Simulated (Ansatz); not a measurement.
A CCSD(T) single point on C₂H₅FGeO, SMILES `F[CH]1O[CH2][GeH2]1`.

```yaml
crystal:
  periodic: [false, false, false]
  atoms:
    - {symbol: F, position_ang: [-0.617281, -0.324364, 2.060778]}
    - {symbol: C, position_ang: [0.390752, -0.350615, 1.113825]}
    - {symbol: O, position_ang: [0.139854, -1.328349, 0.156627]}
    - {symbol: C, position_ang: [-0.440707, -0.646441, -0.972974]}
    - {symbol: Ge, position_ang: [0.172994, 1.096458, -0.249156]}
    - {symbol: H, position_ang: [1.316624, -0.569987, 1.649037]}
    - {symbol: H, position_ang: [-1.523183, -0.790815, -1.009189]}
    - {symbol: H, position_ang: [0.011733, -1.008768, -1.896157]}
    - {symbol: H, position_ang: [-0.832024, 2.224284, 0.023812]}
    - {symbol: H, position_ang: [1.464141, 1.647297, -0.873702]}
basis:
  gaussian: {orbitals: def2-TZVPP}
correlation: {method: ccsd_t}
```

```sh
$ ansatz run in.yaml --threads 4 --pin off --events-out ev --progress --plain --max-ram 10444MiB
```

Output of Ansatz, abridged:

```
Functional definition: HF
1504 factors; integrals over basis functions are off by at most 1.1e-3 eV
mean field evaluation 1: about -63354.5689 eV, gradient 3.6e1 eV
mean field evaluation 2: about -63354.8474 eV, gradient 3.6e1 eV
mean field evaluation 4: about -63357.7751 eV, gradient 4.2e0 eV
mean field evaluation 8: about -63357.8330 eV, gradient 3.4e-1 eV
mean field -63357.83338070 eV, -2328.3574312588 hartree, gradient 2.0e-6 eV, S^2 0.000000; 0 other end points of the search recorded, 0 dependent functions left out
13 core orbitals not correlated: weight in the atoms' cores, before any rotation towards them, 1.000 or more for the frozen orbitals, at most 0.000 for the correlated occupied ones
reference -63357.83338070 eV, -2328.3574312588 hartree; 20, 20 occupied and 209, 209 virtual orbitals, 1504 factors
second order -29.21252020 eV of doubles, -0.00000000 eV of singles
cycle   1  -28.91726800 eV  change    3.0e-1 eV  update   1.2e-1
cycle   2  -29.70105242 eV  change   -7.8e-1 eV  update   3.6e-2
cycle   3  -29.85476516 eV  change   -1.5e-1 eV  update   1.8e-2
cycle   4  -29.83574840 eV  change    1.9e-2 eV  update   4.6e-3
cycle   5  -29.83361282 eV  change    2.1e-3 eV  update   2.3e-3
cycle   6  -29.83530157 eV  change   -1.7e-3 eV  update   7.4e-4
cycle   7  -29.83496629 eV  change    3.4e-4 eV  update   3.0e-4
cycle   8  -29.83478421 eV  change    1.8e-4 eV  update   9.6e-5
cycle   9  -29.83482534 eV  change   -4.1e-5 eV  update   3.5e-5
cycle  10  -29.83484568 eV  change   -2.0e-5 eV  update   1.3e-5
perturbative correction -1.15110288 eV, -0.0423022506 hartree
Total energy: -63388.81932926 eV, -2329.4961438654 hartree
```

Hardware: 4 threads of an Arm Neoverse V1 on a shared host. Wall time 4.4 min, peak host memory 5.2 GiB.

MP2 recovers 94.3 % of the CCSD(T) correlation energy and the triples give 3.7 %; T1 = 0.0127.
